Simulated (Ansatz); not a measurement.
A nudged elastic band was laid between two geometries of Cl3FHf + H3P (9 atoms, charge 0, multiplicity 1).

Level of theory: Ansatz, RKS PBE0-D4/def2-SVP.

```
movable images  : 7
climbing image  : yes
spring          : 5.0 eV/Å²
optimiser       : quadratic models (default)
start path      : through a guess of the saddle point
force threshold : 0.03 eV/Å
iteration limit : 60
end points      : relaxed
```

First end point:

```xyz
9
Properties=species:S:1:pos:R:3
Hf 0.275 -0.151 -0.111
F 0.351 0.281 1.730
Cl 2.458 -0.113 -0.917
Cl -0.958 1.443 -1.292
Cl -0.573 -2.305 -0.428
P -3.471 -0.101 1.832
H -3.197 0.659 0.654
H -2.921 -1.303 1.292
H -2.251 0.278 2.471
```

Last end point:

```xyz
9
Properties=species:S:1:pos:R:3
Hf -0.462 -0.162 -0.152
F -0.206 1.318 1.699
Cl 1.541 -1.068 0.655
Cl -0.549 1.833 -1.375
Cl -1.129 -1.742 -1.726
P -2.467 -0.410 1.553
H -3.569 -0.349 0.659
H -2.434 -1.816 1.757
H -1.013 1.084 2.162
```

Task: Which bonds break or form, and what moves?

Result: Bonds broken: P6–H9. Bonds formed: Hf1–P6, F2–H9. Cl3FHf + H3P becomes Cl3FH3HfP.

Task: What energy profile does the band end with?

Result: It converged. The highest image is number 6 of 0 to 8, 33.8 kcal/mol above the first end and 2.1 kcal/mol above the last; the last end lies 31.7 kcal/mol above the first. A vibrational analysis at the climbing image gives one clearly imaginary mode, 573i cm⁻¹: a first-order saddle point. The orbitals stay closed-shell, which can raise the energy where a bond breaks towards radicals; this wasn't checked here.

```json
{"image": "0", "path coordinate (Å)": "0.00", "energy (kcal/mol)": "0.0", "P6–H9 (Å)": "1.43", "Hf1–P6 (Å)": "4.22", "F2–H9 (Å)": "2.71"}
{"image": "1", "path coordinate (Å)": "0.93", "energy (kcal/mol)": "0.5", "P6–H9 (Å)": "1.43", "Hf1–P6 (Å)": "4.40", "F2–H9 (Å)": "2.72"}
{"image": "2", "path coordinate (Å)": "1.87", "energy (kcal/mol)": "1.2", "P6–H9 (Å)": "1.43", "Hf1–P6 (Å)": "4.63", "F2–H9 (Å)": "2.67"}
{"image": "3", "path coordinate (Å)": "2.80", "energy (kcal/mol)": "1.8", "P6–H9 (Å)": "1.43", "Hf1–P6 (Å)": "4.56", "F2–H9 (Å)": "2.46"}
{"image": "4", "path coordinate (Å)": "3.74", "energy (kcal/mol)": "7.1", "P6–H9 (Å)": "1.43", "Hf1–P6 (Å)": "3.98", "F2–H9 (Å)": "2.04"}
{"image": "5", "path coordinate (Å)": "4.67", "energy (kcal/mol)": "23.7", "P6–H9 (Å)": "1.45", "Hf1–P6 (Å)": "3.29", "F2–H9 (Å)": "1.67"}
{"image": "6", "path coordinate (Å)": "5.60", "energy (kcal/mol)": "33.8", "P6–H9 (Å)": "1.73", "Hf1–P6 (Å)": "2.69", "F2–H9 (Å)": "1.12"}
{"image": "7", "path coordinate (Å)": "5.99", "energy (kcal/mol)": "32.3", "P6–H9 (Å)": "1.97", "Hf1–P6 (Å)": "2.67", "F2–H9 (Å)": "0.99"}
{"image": "8", "path coordinate (Å)": "6.39", "energy (kcal/mol)": "31.7", "P6–H9 (Å)": "2.17", "Hf1–P6 (Å)": "2.64", "F2–H9 (Å)": "0.96"}
```

Task: What is the geometry of the highest image?

Result: 
```xyz
9
Properties=species:S:1:pos:R:3
Hf -0.337 -0.102 -0.182
F -0.324 1.226 1.571
Cl 1.738 -0.961 0.471
Cl -0.405 1.761 -1.593
Cl -1.097 -1.788 -1.612
P -2.396 -0.405 1.527
H -3.666 -0.165 0.956
H -2.532 -1.697 2.081
H -1.269 0.819 2.013
```

Task: What are the harmonic wavenumbers there?

Result: 573i, 36, 78, 96, 103, 114, 126, 160, 257, 344, 379, 381, 383, 444, 464, 849, 1035, 1088, 1418, 2498, 2525 cm⁻¹.

Time of the run: 5.8 min on 4 threads of Intel(R) Xeon(R) 6975P-C (Granite Rapids), on a shared host, peak memory 0.44 GiB.
